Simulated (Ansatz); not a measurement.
Ideal-gas functions of `[NH2][Ga]([NH2])[SH]` at 400 K and 1 bar, from an Ansatz frequency run at PBE0-D4/def2-TZVP.

Molar mass 134.84 g/mol, point group C1 (symmetry number 1), electronic degeneracy 1, moments of inertia 89.635, 176.933, 266.155 u Å². Harmonic wavenumbers (cm⁻¹, unscaled): 126, 140, 168, 172, 197, 266, 274, 336, 400, 666, 686, 721, 751, 798, 1559, 1572, 2719, 3611, 3617, 3714, 3720.

Use S(trans) = R[1.5 ln M + 2.5 ln T − 1.1517]; rotational temperatures θ = 24.2544 K / I; S(rot) = R[ln(√π/σ · √(T³/θAθBθC)) + 1.5]; for each mode x = 1.438777 ν̃/T, S = R[x/(eˣ − 1) − ln(1 − e⁻ˣ)] and H = RT x/(eˣ − 1); 1 cm⁻¹ = 0.0119627 kJ/mol; R = 8.31446 J/(mol·K).

By hand: the entropy, in J/(mol·K).

Translation 176.1. Rotation: θ = 0.2706, 0.1371, 0.0911 K, giving 115.6. Vibration, mode by mode: 14.97, 14.11, 12.63, 12.44, 11.35, 8.99, 8.76, 7.23, 5.97, 2.79, 2.64, 2.39, 2.19, 1.92, 0.20, 0.19, 0.01, 0.00, 0.00, 0.00, 0.00, in all 108.8. Electronic 0.0. Sum 400.5 J/(mol·K).

By hand: H − E and G − E in kJ/mol, counted from the electronic energy.

Zero-point energy ½ × 26213 × 0.0119627 = 156.8; thermal vibration 23.0; translation, rotation and pV give 4 RT = 13.3. H − E = 193.1 kJ/mol, and G − E = 193.1 − 400 × 400.5/1000 = 32.9 kJ/mol.

Vibration gives 27 % of the entropy, 29.1 J/(mol·K) of it from the modes under 150 cm⁻¹: soft modes count most, and the harmonic formula is weakest for them. The sum counts one conformer and one mirror image; others add a mixing term.
